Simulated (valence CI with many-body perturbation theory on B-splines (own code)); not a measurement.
Values are calculated unless marked as measured or tabulated.
**Ir LXXII: what each term of the Hamiltonian does**

Level of theory: valence CI with perturbative core correlation (CI+MBPT): four valence electrons over a frozen Dirac-Fock core [He], a basis of 11 s, 11 p, 9 d, 7 f, 5 g, 2 h, 1 i functions for each j, with the one-electron correlation potential Σ1 (screened to all orders), the two-electron term Σ2, the three-electron term Σ3, Breit, model QED; selected single and double excitations, second order for the rest (own B-spline code, finite nucleus).

The last digits are not significant, and no measured levels were compared; by estimate large intervals hold to a few tenths of a per cent, small ones and those within an open d or f shell to about a per cent. Among the levels kept, up to 310 cm⁻¹ of a level comes from second order outside the variational space, and about a tenth of that is noise between levels of different J, which matters for small intervals.

Each rung adds one term. CI alone is the Dirac-Coulomb CI over the frozen core; QED comes last and gives the full result, which names the levels. Energies are above (2s^2 2p1/2^2) J=0 on the same rung, in Ry.

Levels are named by their leading jj configuration (3d3/2^4 stands for four electrons in 3d with j = 3/2), which in mixed levels can hold well under half, so a name can repeat and another be missing. Letters in brackets count levels of one name in rising energy.

```tsv
Level	CI alone	+ Σ1	+ Σ2	+ Σ3	+ Breit	Full
(2s^2 2p1/2 2p3/2) J=1	126.52	126.54	126.53	126.53	124.70	124.86
(2s^2 2p1/2 2p3/2) J=2	128.54	128.56	128.56	128.55	126.04	126.20
(2s 2p1/2^2 2p3/2) J=2	150.75	150.74	150.72	150.71	149.98	148.59
(2s 2p1/2^2 2p3/2) J=1	157.33	157.32	157.29	157.27	156.82	155.42
(2s^2 2p3/2^2) J=2	256.59	256.63	256.62	256.62	252.75	253.03
(2s^2 2p3/2^2) J=0	260.74	260.78	260.78	260.78	257.66	257.94
(2s 2p1/2 2p3/2^2) J=2 [a]	274.82	274.83	274.81	274.81	272.48	271.24
(2s 2p1/2 2p3/2^2) J=3	279.22	279.23	279.21	279.20	275.81	274.57
(2s 2p1/2 2p3/2^2) J=0	282.57	282.58	282.57	282.56	280.81	279.56
(2s 2p1/2 2p3/2^2) J=1 [a]	284.83	284.84	284.80	284.79	282.57	281.32
(2s 2p1/2 2p3/2^2) J=2 [b]	286.12	286.13	286.10	286.08	283.21	281.96
(2s 2p1/2 2p3/2^2) J=1 [b]	285.75	285.76	285.73	285.72	283.56	282.32
(2p1/2^2 2p3/2^2) J=2	310.96	310.94	310.88	310.87	309.83	307.06
(2p1/2^2 2p3/2^2) J=0	315.28	315.26	315.21	315.20	314.93	312.16
(2s 2p3/2^3) J=2	409.28	409.31	409.29	409.28	405.21	404.12
(2s 2p3/2^3) J=1	415.77	415.80	415.78	415.76	411.93	410.83
(2p1/2 2p3/2^3) J=1	438.31	438.31	438.26	438.24	435.87	433.23
(2p1/2 2p3/2^3) J=2	440.33	440.33	440.29	440.27	437.22	434.58
(2p3/2^4) J=0	570.06	570.08	570.05	570.03	566.13	563.63
(2s^2 2p1/2 3s) J=0	842.98	843.02	843.02	843.01	840.15	840.55
(2s^2 2p1/2 3s) J=1	843.37	843.40	843.40	843.39	840.42	840.82
(2s^2 2p1/2 3p1/2) J=1	850.09	850.12	850.12	850.11	847.54	847.49
(2s^2 2p1/2 3p1/2) J=0	853.67	853.71	853.70	853.69	851.37	851.31
(2s 2p1/2^2 3s) J=1	864.78	864.79	864.78	864.76	863.46	862.32
(2s 2p1/2^2 3s) J=0	867.67	867.68	867.67	867.66	866.49	865.33
(2s 2p1/2^2 3p1/2) J=1	872.45	872.45	872.43	872.42	871.52	869.92
(2s 2p1/2^2 3p1/2) J=0	872.29	872.29	872.28	872.26	871.59	869.99
(2s^2 2p1/2 3p3/2) J=2	889.24	889.28	889.27	889.26	886.16	886.16
(2s^2 2p1/2 3p3/2) J=1	889.13	889.17	889.16	889.15	886.24	886.23
(2s^2 2p1/2 3d3/2) J=2	894.35	894.39	894.39	894.38	891.26	891.19
(2s^2 2p1/2 3d3/2) J=1	896.44	896.48	896.48	896.47	893.25	893.18
```

How does the ionisation energy move along the ladder, and which term matters most?

CI alone 20261, + Σ1 20261, + Σ2 20261, + Σ3 20261, + Breit 20215, + QED 20214 eV. The largest step is Breit, -46 eV. NIST lists 20210 ± 60 eV (theoretical).
